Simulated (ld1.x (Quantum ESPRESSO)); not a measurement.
# tungsten: one change to an ultrasoft potential, before and after

tungsten, ultrasoft, made with ld1.x (Quantum ESPRESSO) 7.5 (PBE, scalar-relativistic). Core [Xe] 4f14, reference 5d4 6s2 6p0. Waves: 6s (bound): rcut 2.15, rcutus 2.90 bohr; 6s channel at 2 Ry: rcut 2.15, rcutus 2.90 bohr; 6p (bound, empty): rcut 3.70, rcutus 4.20 bohr; 6p channel at 0.4 Ry: rcut 3.70, rcutus 4.20 bohr; 5d (bound): rcut 1.35, rcutus 1.80 bohr; 5d channel at 0.05 Ry: rcut 1.35, rcutus 1.80 bohr. Local part: all-electron potential smoothed inside 1.40 bohr (lloc = -2). Core correction: Bessel-smoothed model core, default radius (core density twice the valence density). Augmentation charge: built from norm-conserving waves at rcut, not smoothed further.

Change: local potential all-electron potential smoothed inside 3.35 bohr (lloc = -1).

Cutoffs: the cutoffs (Ry, on a coarse ladder) from which the occupation-weighted sum of valence levels, in a spherical-Bessel basis at the reference potential, stays within 10 and 1 mRy of its value at 400 Ry; they do not see the model core or the augmentation charge, which bear on the density cutoff. Errors are all-electron minus pseudo energies relative to the spin-unpolarised reference configuration.

**Question.** Predict the effect on cutoff, ghosts and configuration errors.

**Answer.** The potential gets neither clearly harder nor softer (30 Ry and 40 Ry → 30 Ry and 45 Ry); the bound ghost in p, s disappears; the errors of the 7 common tests hardly move; the range in which the d phases agree narrows (upper end at the end of the scan → 2.7). A state that the projectors do not describe sees the local part alone, so a deeper or shallower local part can create or remove a ghost.

```tsv
quantity	base	changed
cutoff, loose	30 Ry	30 Ry
cutoff, tight	40 Ry	45 Ry
bound ghosts	s, p	none
error for 5d4 6s1 6p0, meV [ΔE 8.88 eV]	-9.9	-9.6
error for 5d4 6s0 6p0, meV [ΔE 24.56 eV]	-42	-42
error for 5d3 6s0 6p0, meV [ΔE 49.94 eV]	-142	-143
error for 5d4 6s1.5 6p0, meV [ΔE 3.63 eV]	-2.8	-2.7
error for 5d3 6s2 6p1, meV [ΔE 4.02 eV]	-85	-78
error for 5d3 6s2 6p0, meV [ΔE 8.83 eV]	-50	-49
error for 5d4 6s0 6p1, meV [ΔE 14.34 eV]	-16	-16
s: phases at 4.55 bohr within 0.05 rad from the reference energy up to (Ry; the scan ends near 5)	3.7	3.7
p: phases at 4.55 bohr within 0.05 rad from the reference energy up to (Ry; the scan ends near 5)	1.4	1.3
d: phases at 4.55 bohr within 0.05 rad from the reference energy up to (Ry; the scan ends near 5)	to the end of the scan	2.7
lowest overlap eigenvalue by channel	s 0.32, p 0.15, d 0.93	s 0.64, p 0.58, d 0.98
```

 A true bound ghost makes a file unfit for plane-wave use even where its test errors are small: the radial tests pick states by their node count and pass the ghost by.
